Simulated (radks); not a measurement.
The nitrogen ion N3+, configuration [He] 2s2 (the NIST ground configuration).

Calculated with a radial shooting solver on a logarithmic mesh with Libxc functionals: non-relativistic Kohn-Sham, PBEsol, spin-unpolarised, spherical densities, point nucleus.

Energy parts (hartree):
part                      energy
total                  -50.93355
kinetic                 50.82623
electron-nucleus      -111.20511
Hartree                 14.41488
exchange-correlation    -4.96955

Orbitals (lengths in bohr, moments of r in powers of bohr; r(90%) holds 90 % of the orbital's charge):
[
 {"orbital": "1s", "occ.": "2", "eigenvalue (hartree)": "-16.49367", "<r^4>": "0.01324", "r(90%)": "0.411"},
 {"orbital": "2s", "occ.": "2", "eigenvalue (hartree)": "-2.49203", "<r^4>": "3.577", "r(90%)": "1.71"}
]

The highest occupied level is 2s at -67.811 eV. Summed over all electrons, <r^2> = 3.025 bohr^2, which gives a Langevin (diamagnetic) susceptibility term of -2.4 x 10^-6 cm^3/mol. The electron density at the nucleus is 211 e/bohr^3. For comparison, the ionisation energy in NIST's Atomic Spectra Database is 77.474 eV (measured). In exact Kohn-Sham theory the highest level is minus the ionisation energy, but local and semilocal functionals leave it too shallow, through self-interaction and a potential that decays too fast; potentials with the right tail come closer.
